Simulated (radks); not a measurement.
All-electron atom: N3- in [Ne]. All-electron calculation, non-relativistic Kohn-Sham, LDA (Slater exchange, Perdew-Wang correlation), spin-polarised, spherical densities, point nucleus; Watson sphere of charge +3 and radius 3.05 bohr. Program: a radial shooting solver on a logarithmic mesh with Libxc functionals.

X-ray form factor f0, the Fourier transform of the density (f0(0) = 10):

| sin(theta)/lambda (1/angstrom) | f0 (electrons) |
|---|---|
| 0.05 | 9.245 |
| 0.1 | 7.562 |
| 0.15 | 5.887 |
| 0.2 | 4.623 |
| 0.25 | 3.748 |
| 0.3 | 3.138 |
| 0.4 | 2.368 |
| 0.5 | 1.942 |
| 0.6 | 1.703 |
| 0.8 | 1.442 |
| 1 | 1.251 |
| 1.25 | 1.028 |
| 1.5 | 0.824 |
| 2 | 0.511 |
